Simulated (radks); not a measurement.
The numbers below are computed, except where a source is named.
Question: All-electron atom: Mn V in [Ar] 3d3. Level of theory: scalar-relativistic Kohn-Sham, PBE, spin-polarised, spherical densities, point nucleus; open shells are filled with parallel spins first (a radial shooting solver on a logarithmic mesh with Libxc functionals). Some entries of the table are withheld. Estimate them.

| orbital | occ. | eigenvalue (hartree) | <r^2> (bohr^2) |
|---|---|---|---|
| 1s down | 1 | -238.4403 | 0.004989 |
| 1s up | 1 | -238.4398 | 0.004989 |
| 2s up | 1 | -29.56713 | 0.09233 |
| 2s down | 1 | -29.50525 | 0.09203 |
| 2p up | 3 | -25.37626 | 0.07524 |
| 2p down | 3 | -25.32920 | 0.07492 |
| 3s up | 1 | (1) | 0.7953 |
| 3s down | 1 | (2) | 0.8011 |
| 3p up | 3 | (3) | 0.8822 |
| 3p down | 3 | (4) | 0.8928 |
| 3d up | 3 | -2.28784 | 1.133 |
| 3d down | 0 | -2.15063 | 1.180 |

Answer: 
(1) 3s up eigenvalue (hartree): -5.29570
(2) 3s down eigenvalue (hartree): -5.15112
(3) 3p up eigenvalue (hartree): -4.12381
(4) 3p down eigenvalue (hartree): -3.98211
